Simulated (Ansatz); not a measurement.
Reaction (ligand exchange at the Si–N bond): `CN([SiH3])[SiH2]F` + `N=C(N)S` → `N=C(S)N[SiH2]F` + `CN[SiH3]`

Calculated with Ansatz (gas phase, PBE0-D4/def2-TZVP geometries, no zero-point term in ΔE). CCSD(T)/CBS adds triple-zeta CCSD(T) − MP2 to the extrapolated MP2 energy (def2 sets, frozen cores). Functionals use def2-TZVPP. B3LYP here is the variant with VWN-RPA as its local correlation; programs differ in this. Each species was taken in one conformer, which may not be the lowest.

| level | ΔE (kJ/mol) | difference from CCSD(T)/CBS |
| --- | --- | --- |
| PBE-D4 | 11.9 | 0.9 |
| r2SCAN-D4 | 10.2 | -0.8 |
| PBE0-D4 | 11.2 | 0.2 |
| B3LYP-D4 | 9.8 | -1.2 |
| ωB97X-V | 10.9 | -0.1 |
| ωB97M-V | 11.6 | 0.6 |
| B2PLYP | 9.2 | -1.8 |
| PBE | 10.6 | -0.4 |
| r2SCAN | 10.0 | -1.0 |
| PBE0 | 10.2 | -0.8 |
| B3LYP | 7.8 | -3.2 |
| HF/def2-TZVPP | 5.2 | -5.8 |
| MP2/def2-TZVPP | 11.2 | 0.2 |
| SCS-MP2/def2-TZVPP | 10.1 | -0.9 |
| CCSD/def2-TZVPP | 10.4 | -0.6 |
| CCSD(T)/def2-TZVPP | 11.3 | 0.3 |
| HF/def2-QZVPP | 5.2 | -5.8 |
| MP2/def2-QZVPP | 11.0 | 0.0 |
| SCS-MP2/def2-QZVPP | 10.0 | -1.0 |
| HF/CBS(def2) | 5.2 | -5.8 |
| MP2/CBS(def2) | 10.9 | -0.1 |
| CCSD/CBS(def2) | 10.1 | -0.9 |
| CCSD(T)/CBS | 11.0 | 0 |

Largest T1 diagnostic among the species: 0.014.

In def2-TZVPP, CCSD(T) changes the Hartree–Fock value by +6.0 kJ/mol (the triples alone add +0.9 kJ/mol) and MP2 by +5.9 kJ/mol.
